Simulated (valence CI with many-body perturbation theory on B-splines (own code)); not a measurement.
E1 line list for Ho LIV

Calculated by relativistic CI+MBPT: four valence electrons over a frozen Dirac-Fock core [Ne], a basis of 11 s, 11 p, 9 d, 7 f, 5 g, 2 h, 1 i functions for each j, with the one-electron correlation potential Σ1, the two-electron term Σ2, the three-electron term Σ3, Breit, model QED; selected CI, second order for the rest (own B-spline code, finite nucleus).

The last digits are not significant, and no measured levels were compared; by estimate large intervals hold to a few tenths of a per cent, small ones and those within an open d or f shell to about a per cent.

Lines 51 to 100 of 231 in falling wavelength, among levels below 7285.8 × 10³ cm⁻¹, chosen from the strongest by gf and those to the six lowest levels. Wavelengths and rates use the calculated energies. Electric multipoles are in the length gauge, E1 and E2 with the static RPA response of the core. Weak lines are less certain than strong ones. Lines between different terms over intervals too small for the method are left out, as are lines whose strength nearly cancels. The highest levels of a list are the least certain.

Levels are named by their leading jj configuration (3d3/2^4 stands for four electrons in 3d with j = 3/2), which in mixed levels can hold well under half, so a name can repeat and another be missing. Letters in brackets count levels of one name in rising energy.

| λ vac (nm) | Upper | Lower | A (s⁻¹) | S (a.u.) |
| --- | --- | --- | --- | --- |
| 6.960 | (3s 3p1/2 3p3/2 3d3/2) J=2 [b] | (3s 3p1/2 3p3/2^2) J=3 | 4.34e+10 | 3.61e-02 |
| 6.941 | (3s 3p1/2^2 3d3/2) J=2 | (3s 3p1/2^2 3p3/2) J=1 | 3.95e+09 | 3.26e-03 |
| 6.912 | (3s 3p1/2 3p3/2 3d3/2) J=2 [c] | (3s 3p1/2 3p3/2^2) J=2 [b] | 1.45e+10 | 1.18e-02 |
| 6.672 | (3s^2 3p1/2 3d3/2) J=2 | (3s^2 3p1/2 3p3/2) J=2 | 6.68e+09 | 4.89e-03 |
| 6.385 | (3s^2 3p1/2 3d3/2) J=2 | (3s^2 3p1/2 3p3/2) J=1 | 2.79e+08 | 1.79e-04 |
| 6.273 | (3s 3p1/2^2 3d3/2) J=1 | (3s 3p1/2^2 3p3/2) J=2 | 4.23e+09 | 1.55e-03 |
| 6.083 | (3s 3p1/2^2 3d3/2) J=2 | (3s 3p1/2^2 3p3/2) J=2 | 1.16e+10 | 6.46e-03 |
| 5.902 | (3s 3p1/2^2 3d5/2) J=3 | (3s^2 3p1/2 3d3/2) J=2 | 1.51e+08 | 1.08e-04 |
| 5.576 | (3s 3p1/2^2 3d5/2) J=2 | (3s^2 3p1/2 3d3/2) J=2 | 1.00e+09 | 4.29e-04 |
| 5.558 | (3s^2 3p1/2 3d3/2) J=1 | (3s^2 3p1/2 3p3/2) J=2 | 3.60e+09 | 9.15e-04 |
| 5.358 | (3s^2 3p1/2 3d3/2) J=1 | (3s^2 3p1/2 3p3/2) J=1 | 2.11e+09 | 4.81e-04 |
| 5.216 | (3s 3p1/2 3p3/2 3d5/2) J=2 [b] | (3s 3p1/2 3p3/2^2) J=2 [b] | 3.26e+10 | 1.14e-02 |
| 5.130 | (3s 3p1/2 3p3/2 3d5/2) J=1 [b] | (3s 3p1/2 3p3/2^2) J=1 [b] | 2.74e+10 | 5.47e-03 |
| 5.016 | (3s 3p1/2 3p3/2 3d5/2) J=1 [a] | (3s 3p1/2 3p3/2^2) J=0 | 3.48e+10 | 6.50e-03 |
| 5.005 | (3s 3p1/2^2 3d5/2) J=2 | (3s 3p1/2^2 3p3/2) J=1 | 1.02e+11 | 3.14e-02 |
| 4.996 | (3s 3p1/2 3p3/2 3d5/2) J=3 [a] | (3s 3p1/2 3p3/2^2) J=3 | 2.16e+10 | 9.30e-03 |
| 4.970 | (3s^2 3p3/2 3d5/2) J=2 | (3s^2 3p3/2^2) J=2 | 9.48e+10 | 2.87e-02 |
| 4.937 | (3s 3p1/2 3p3/2 3d5/2) J=1 [b] | (3s 3p1/2 3p3/2^2) J=2 [b] | 2.49e+10 | 4.43e-03 |
| 4.914 | (3s 3p1/2 3p3/2 3d5/2) J=1 [c] | (3s 3p1/2 3p3/2^2) J=1 [b] | 3.19e+10 | 5.61e-03 |
| 4.902 | (3s^2 3p1/2 3d5/2) J=2 | (3s^2 3p1/2 3p3/2) J=2 | 2.57e+10 | 7.46e-03 |
| 4.886 | (3s^2 3p1/2 3d5/2) J=3 | (3s^2 3p1/2 3p3/2) J=2 | 1.25e+11 | 5.02e-02 |
| 4.882 | (3s 3p1/2 3p3/2 3d5/2) J=2 [a] | (3s 3p1/2 3p3/2^2) J=2 [a] | 1.05e+11 | 3.01e-02 |
| 4.841 | (3s 3p1/2 3p3/2 3d5/2) J=0 | (3s 3p1/2 3p3/2^2) J=1 [b] | 2.52e+11 | 1.41e-02 |
| 4.817 | (3s 3p1/2 3p3/2 3d5/2) J=3 [b] | (3s 3p1/2 3p3/2^2) J=3 | 9.80e+10 | 3.79e-02 |
| 4.774 | (3s 3p1/2 3p3/2 3d5/2) J=4 [b] | (3s 3p1/2 3p3/2^2) J=3 | 1.22e+11 | 5.89e-02 |
| 4.757 | (3s 3p1/2^2 3d5/2) J=3 | (3s 3p1/2^2 3p3/2) J=2 | 1.23e+11 | 4.58e-02 |
| 4.746 | (3s^2 3p1/2 3d5/2) J=2 | (3s^2 3p1/2 3p3/2) J=1 | 1.75e+11 | 4.62e-02 |
| 4.738 | (3s 3p1/2 3p3/2 3d5/2) J=2 [b] | (3s 3p1/2 3p3/2^2) J=3 | 6.72e+10 | 1.76e-02 |
| 4.738 | (3s 3p1/2 3p3/2 3d5/2) J=2 [d] | (3s 3p1/2 3p3/2^2) J=1 [b] | 2.45e+11 | 6.42e-02 |
| 4.728 | (3s^2 3p3/2 3d5/2) J=1 | (3s^2 3p3/2^2) J=0 | 2.21e+11 | 3.46e-02 |
| 4.720 | (3s^2 3d3/2^2) J=2 | (3s 3p1/2 3p3/2^2) J=2 [b] | 3.16e+10 | 8.20e-03 |
| 4.718 | (3s 3p1/2 3p3/2 3d5/2) J=1 [c] | (3s 3p1/2 3p3/2^2) J=1 [a] | 1.97e+11 | 3.07e-02 |
| 4.711 | (3s 3p1/2 3p3/2 3d5/2) J=3 [d] | (3s 3p1/2 3p3/2^2) J=2 [b] | 2.64e+11 | 9.54e-02 |
| 4.708 | (3s 3p1/2 3p3/2 3d5/2) J=3 [a] | (3s 3p1/2 3p3/2^2) J=2 [a] | 1.56e+11 | 5.63e-02 |
| 4.702 | (3s^2 3d3/2^2) J=2 | (3s 3p1/2 3p3/2^2) J=1 [a] | 3.66e+10 | 9.39e-03 |
| 4.688 | (3s 3p1/2 3p3/2 3d5/2) J=1 [b] | (3s 3p1/2 3p3/2^2) J=0 | 1.31e+11 | 2.00e-02 |
| 4.679 | (3s 3p1/2 3p3/2 3d5/2) J=2 [c] | (3s 3p1/2 3p3/2^2) J=2 [b] | 5.80e+10 | 1.47e-02 |
| 4.661 | (3s 3p1/2 3p3/2 3d5/2) J=2 [c] | (3s 3p1/2 3p3/2^2) J=1 [a] | 1.75e+11 | 4.37e-02 |
| 4.651 | (3s 3p1/2 3p3/2 3d5/2) J=0 | (3s 3p1/2 3p3/2^2) J=1 [a] | 1.16e+11 | 5.78e-03 |
| 4.557 | (3s^2 3p3/2 3d5/2) J=3 | (3s^2 3p3/2^2) J=2 | 4.46e+11 | 1.46e-01 |
| 4.555 | (3s 3p1/2 3p3/2 3d5/2) J=2 [d] | (3s 3p1/2 3p3/2^2) J=1 [a] | 1.92e+10 | 4.47e-03 |
| 4.549 | (3s 3p1/2 3p3/2 3d5/2) J=3 [b] | (3s 3p1/2 3p3/2^2) J=2 [a] | 1.25e+11 | 4.05e-02 |
| 4.548 | (3s 3p1/2 3p3/2 3d5/2) J=4 [c] | (3s 3p1/2 3p3/2^2) J=3 | 1.55e+11 | 6.49e-02 |
| 4.542 | (3s 3p1/2^2 3d5/2) J=2 | (3s 3p1/2^2 3p3/2) J=2 | 3.58e+10 | 8.29e-03 |
| 4.541 | (3s 3p1/2 3p3/2 3d5/2) J=1 [a] | (3s 3p1/2 3p3/2^2) J=2 [a] | 3.06e+10 | 4.24e-03 |
| 4.423 | (3s^2 3p3/2 3d5/2) J=1 | (3s^2 3p3/2^2) J=2 | 6.21e+10 | 7.96e-03 |
| 4.342 | (3s 3p1/2 3p3/2 3d5/2) J=3 [c] | (3s 3p1/2 3p3/2^2) J=2 [a] | 1.35e+11 | 3.81e-02 |
| 4.318 | (3s 3p1/2 3p3/2 3d5/2) J=3 [d] | (3s 3p1/2 3p3/2^2) J=3 | 5.04e+10 | 1.40e-02 |
| 4.201 | (3s 3p1/2 3p3/2 3d5/2) J=2 [d] | (3s 3p1/2 3p3/2^2) J=3 | 4.36e+10 | 7.98e-03 |
| 3.942 | (3s 3p1/2 3p3/2 3d3/2) J=3 [b] | (3s^2 3p1/2 3d5/2) J=2 | 1.61e+10 | 3.40e-03 |
